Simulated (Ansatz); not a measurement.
Two structures of Si2H5F3, closed shell, reached by relaxing down either side of one saddle point (PBE0-D4/def2-TZVP). Energies are electronic, without zero-point energy. Program: Ansatz 0.2.0. Basis: def2-TZVPP and def2-QZVPP. Cores are frozen in the correlated methods. Extrapolation: Hartree–Fock as exp(−7.88 √X), correlation as X^−2.97. First:

| atom | x (Å) | y (Å) | z (Å) |
| --- | --- | --- | --- |
| Si1 | -0.9754 | -0.7013 | -0.7525 |
| Si2 | 0.1195 | 1.2825 | -0.2164 |
| F3 | -0.8079 | -1.0705 | -2.2812 |
| F4 | -0.4264 | -1.9309 | 0.0792 |
| F5 | -2.5283 | -0.6114 | -0.4663 |
| H6 | 2.0191 | -0.7547 | 2.1288 |
| H7 | 1.5775 | -1.2815 | 1.8375 |
| H8 | -0.0867 | 1.5698 | 1.2244 |
| H9 | 1.5654 | 1.1266 | -0.5097 |
| H10 | -0.4568 | 2.3715 | -1.0438 |

Second:

| atom | x (Å) | y (Å) | z (Å) |
| --- | --- | --- | --- |
| Si1 | -0.7752 | -1.9036 | -0.3500 |
| Si2 | 0.8063 | 1.9238 | 0.3693 |
| F3 | -0.2840 | -2.8780 | -1.4825 |
| F4 | -1.7102 | -2.7102 | 0.6241 |
| F5 | -1.6268 | -0.7621 | -1.0174 |
| H6 | 1.9026 | 1.2788 | 1.1366 |
| H7 | 0.3637 | -1.3458 | 0.3767 |
| H8 | -0.4951 | 1.5869 | 1.0004 |
| H9 | 0.8217 | 1.4149 | -1.0257 |
| H10 | 0.9969 | 3.3953 | 0.3683 |

Problem. Which bonds change from the first to the second?

Solution. Si₂H₃F₃ ([F][Si]([F])([F])[SiH3]) + H₂ → SiHF₃ ([F][SiH]([F])[F]) + SiH₄; bonds formed: Si1–H7, Si2–H6; bonds broken: Si1–Si2, H6–H7.

Problem. Give the saddle point's structure and its height above each. (Judge from chemistry; the value comes from the calculation.)

Solution. Computed: 3.053 eV above the first and 3.370 eV above the second (CCSD(T) at an estimated basis limit (MP2 extrapolated from triple and quadruple zeta, plus CCSD(T) − MP2 in triple zeta)).
| atom | x (Å) | y (Å) | z (Å) |
| --- | --- | --- | --- |
| Si1 | -0.6629 | -1.0270 | -0.3527 |
| Si2 | 0.4426 | 1.2331 | 0.1907 |
| F3 | 0.0789 | -2.0389 | -1.3188 |
| F4 | -1.3398 | -1.8632 | 0.8091 |
| F5 | -1.8668 | -0.4355 | -1.2039 |
| H6 | 1.4788 | 0.1506 | 0.9656 |
| H7 | 0.8260 | -0.5153 | 0.5938 |
| H8 | -0.3675 | 1.0081 | 1.4169 |
| H9 | 1.2227 | 0.8000 | -0.9985 |
| H10 | 0.1881 | 2.6883 | -0.1024 |

T1 diagnostic: at most 0.014.

Labels in which every atom is bracketed show which atoms are joined, not bond orders.

For scale, one of the runs: CCSD(T)/def2-TZVPP, 247 basis functions, launched by `ansatz run in.yaml --threads 8 --pin off --events-out ev --progress --plain --max-ram 19148MiB`. Time: 21 s of wall clock on 8 CPU threads of an Intel Xeon 6975P-C; the host was shared. Peak host memory: 5.7 GiB.
